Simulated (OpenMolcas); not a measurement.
# N: Slater's ratio, worked from levels

```yaml
Program: OpenMolcas
Basis: ANO-RCC-VTZP [4s3p2d1f]
Scalar_Hamiltonian: DKH2, point nucleus
Active_space: 3 electrons in 3 orbitals (2p)
State_averaging: 2S+1 = 4 odd, 1 root; 2S+1 = 2 odd, 8 roots
Spin-orbit_coupling: state interaction with AMFI integrals over the reference wave functions, term energies averaged over their components
```

Methods: CASSCF; SS-CASPT2, IPEA 0.25 Eh, imaginary shift 0.1 Eh (closed shells correlated: 1s 2s). Measured levels: NIST Handbook of Basic Atomic Spectroscopic Data.

**Slater's ratio.** With one set of orbitals, p3 has ²D° - ⁴S° = 9 F2 and ²P° - ²D° = 6 F2 (F2 = F²/25), a ratio of 2/3. Term energies are centres of gravity, weighted by 2J + 1.

```csv
Source,²D° - ⁴S°,²P° - ⁴S°,F2 from the first,Ratio
CASSCF,23021,38021,2558,0.652
SS-CASPT2,19680,31258,2187,0.588
measured,19228,28839,2136,0.500
```

Energies in cm-1. A ratio away from 2/3 shows effects beyond one configuration with one set of orbitals, and in heavier atoms second-order spin-orbit shifts.

CASPT2 breaks the degeneracy within a term, and the mean is taken; among the terms shown or strongly mixed into the levels shown the widest spread is 240 cm-1 (2s² 2p³ ²D°, SS-CASPT2). With the s shell closed, the reference lacks s² → p² mixing. Without dynamic correlation excited terms often stand tens of per cent too high (terms of higher spin than the ground term too low), and those without a measured partner can miss by more than the paired ones (holds for CASSCF). Measured partners are found by configuration, term and J. A level has none where our copy of the source lacks it or the pairing is in doubt (some pairs that miss far off the trend of their configuration count as doubtful), and it then counts in no deviation. Levels of configurations outside the active space are missing.

° marks odd parity.
